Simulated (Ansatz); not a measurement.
Gas-phase electronic energies from Ansatz, PBE0-D4/def2-TZVP geometries. CBS: MP2 limit from def2 TZ/QZ plus the TZ coupled-cluster correction, frozen cores. This one scheme is used for every species, atoms too. Functionals use def2-TZVPP. B3LYP here is the variant with VWN-RPA as its local correlation; programs differ in this. Open shells (•) are unrestricted, without spin–orbit coupling. Spin–orbit coupling would lower the free atoms: a little for C, Si. One conformer a species, not always the lowest.

Consider the atomization: `CC([SiH3])C=N` → 3 C• + 9 H• + N• + Si•.

`CC([SiH3])C=N`:

Z-matrix (Å, degrees):
```
C
C 1 1.529
H 1 1.093 2 111.2
H 1 1.094 2 111.1 3 -119.8
H 1 1.092 2 111.4 3 120.4
Si 2 1.897 1 110.8 3 -177.6
C 2 1.495 1 112.2 3 61.1
H 2 1.097 1 110.3 3 -60.2
H 6 1.487 2 109.5 1 -65.0
H 6 1.485 2 110.2 1 174.6
H 6 1.488 2 109.1 1 54.2
N 7 1.265 2 128.7 1 -139.8
H 7 1.097 2 114.7 1 41.6
H 12 1.023 7 110.8 2 1.4
```

Problem. What is ΔE at CCSD(T)/CBS? (Best estimate.)

Solution. The calculation gave: +5193.3 kJ/mol.

Problem. What do these levels give: r2SCAN-D4, B3LYP-D4, ωB97X-V, ωB97M-V, B2PLYP, PBE0, MP2/def2-TZVPP, SCS-MP2/def2-TZVPP, HF/def2-QZVPP, SCS-MP2/def2-QZVPP, HF/CBS(def2), MP2/CBS(def2)? (Estimate.)

Solution. The calculation gave: r2SCAN-D4 5193.9, B3LYP-D4 5211.5, ωB97X-V 5215.6, ωB97M-V 5212.8, B2PLYP 5145.6, PBE0 5185.0, MP2/def2-TZVPP 5106.2, SCS-MP2/def2-TZVPP 5117.8, HF/def2-QZVPP 3815.6, SCS-MP2/def2-QZVPP 5203.4, HF/CBS(def2) 3816.7, MP2/CBS(def2) 5232.3 kJ/mol.

Largest T1 diagnostic among the species: 0.012.

The D4 term adds +46.2 kJ/mol with B3LYP and +24.5 kJ/mol with PBE0; it sums over pairs of atoms, weighted by their polarisabilities, and B3LYP, whose exchange is more repulsive, gets the larger term. From PBE to PBE0 (25 % exact exchange), in def2-TZVPP and without D4, ΔE moves by −71.9 kJ/mol: exact exchange takes away binding that semilocal exchange gives to molecules.

For atomizations the MP2-based limit and the directly extrapolated one differ by several kJ/mol either way, and by 10 to 25 for some Ge, Se and Sn compounds, so smaller differences from it don't rank the levels.
